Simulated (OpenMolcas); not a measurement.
**How basis sets differ on CH2BF3O (SMILES OC(F)B(F)F)**

The species is CH2BF3O (8 atoms), meant as a singlet with charge 0. SMILES: `OC(F)B(F)F`. The coordinates come from a PBE0-D4/def2-TZVP relaxation. This is one conformer, not always the lowest.

Each level gives the HOMO–LUMO gap (eV). The values are calculated.

```csv
level,kind,program,value (eV),CPU time
HF/ANO-R0 (sfX2C),Hartree–Fock,OpenMolcas,15.45,5.1 s
HF/ANO-RCC-MB (DKH2),Hartree–Fock,OpenMolcas,16.91,7.1 s
HF/STO-3G,Hartree–Fock,OpenMolcas,17.74,2 s
HF/3-21G,Hartree–Fock,OpenMolcas,17.08,2.8 s
HF/def2-SVP,Hartree–Fock,OpenMolcas,17.04,9.5 s
```

The values span 15.45 to 17.74 eV. A Hartree–Fock LUMO above zero doesn't converge with the basis: it sinks as sets grow more diffuse. Orbital gaps aren't excitation energies. Times are those of the runs behind each value, whatever else they computed, on shared processors of several kinds: orders of magnitude only.
